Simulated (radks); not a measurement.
Values are calculated unless marked as measured or tabulated.
Orbital eigenvalues (eV) of the holmium ion Ho3+, [Xe] 4f10, at several levels of relativity; Dirac values are averaged over j with weights 2j + 1. Spin-unpolarised spherical Kohn-Sham, PBE, point nucleus unless stated (finite: rms radius 5.2022 fm), a radial shooting solver on a logarithmic mesh with Libxc functionals. A level marked "c x" has the speed of light scaled by that factor and shares open shells by 2j + 1; other Dirac levels either fill j = l - 1/2 first or share by 2j + 1.

| shell | non-rel. | scalar-rel., finite nucleus | Dirac, 2j+1 shares, finite nucleus | Dirac, c x 0.75 | change of magnitude, last against first (%) |
|---|---|---|---|---|---|
| 1s | -51834 | -55520 | -55456 | -59153 | +14.12 |
| 2s | -8358.9 | -9314.5 | -9298.5 | -10281 | +22.99 |
| 2p | -7973.6 | -8256.4 | -8281.3 | -8586.5 | +7.69 |
| 3s | -1880.5 | -2106.6 | -2102.9 | -2333.5 | +24.09 |
| 3p | -1706.8 | -1783.1 | -1788.2 | -1866.5 | +9.36 |
| 3d | -1383.2 | -1372.5 | -1369.9 | -1356.5 | -1.93 |
| 4s | -388.13 | -442.71 | -441.96 | -498.85 | +28.53 |
| 4p | -318.79 | -336.15 | -337.49 | -356.02 | +11.68 |
| 4d | -194.34 | -192.11 | -191.75 | -189.42 | -2.54 |
| 5s | -71.912 | -80.121 | -79.992 | -89.117 | +23.93 |
| 5p | -52.935 | -54.506 | -54.705 | -56.777 | +7.26 |
| 4f | -39.668 | -35.091 | -35.030 | -31.587 | -20.37 |
